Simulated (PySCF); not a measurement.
**Spinor energies of Mn(2+) (manganese, charge +2)**

Start: [Ar] 3d5; 3d5/2 filled at m_j = -3/2, -1/2, +1/2, +3/2, +5/2. Calculated with PySCF 2.14 in x2c-SVPall-2c with one added diffuse shell each of s, d type (6s5p4d1f, 48 functions): generalised Hartree-Fock with the X2C-1e Hamiltonian and a Gaussian nucleus; one run each with spin-orbit coupling (SO) switched off, then screened by Boettger's factors. This is a chosen level, not necessarily the ground level.

| spinor shell | electrons | ε, spin-free (eV) | ε, screened SO (eV) | weight of nominal j (screened SO) | rms radius, screened SO (bohr) |
| --- | --- | --- | --- | --- | --- |
| 1s1/2 | 2 | -6614.3 | -6614.3 | 1.000 | 0.0704 |
| 2s1/2 | 2 | -820.68 | -820.67 | 1.000 | 0.302 |
| 2p1/2 | 2 | -694.70 | -702.16 | 0.978 | 0.271 |
| 2p3/2 | 4 | -694.70 | -691.03 | 0.989 | 0.274 |
| 3s1/2 | 2 | -123.12 | -123.12 | 1.000 | 0.917 |
| 3p1/2 | 2 | -85.485 | -85.946 | 0.664 | 0.985 |
| 3p3/2 | 4 | -85.485 | -85.261 | 0.832 | 0.989 |
| 3d5/2 | 5 | -34.869 | -34.868 | 0.593 | 1.25 |

```json
{"quantity": "E (hartree)", "spin-free": "-1156.44576", "screened SO": "-1156.45618"}
{"quantity": "M_J", "spin-free": "5/2", "screened SO": "5/2"}
{"quantity": "⟨J²⟩", "spin-free": "8.750", "screened SO": "8.750"}
{"quantity": "⟨L²⟩", "spin-free": "0.000", "screened SO": "0.001"}
{"quantity": "⟨S²⟩", "spin-free": "8.750", "screened SO": "8.749"}
```

Each row is a mean over spinors that exchange with the open shell spreads, by up to 14.027 eV (3p3/2).

Rows whose weight is well below 1 are mixtures of j = l ± 1/2: exchange outweighs spin-orbit coupling there, and the label is only the starting occupation.

Without spin-orbit coupling the j labels of p, d and f shells carry no meaning; the spin-free column gives the mean over the occupied spinors of each nl shell.
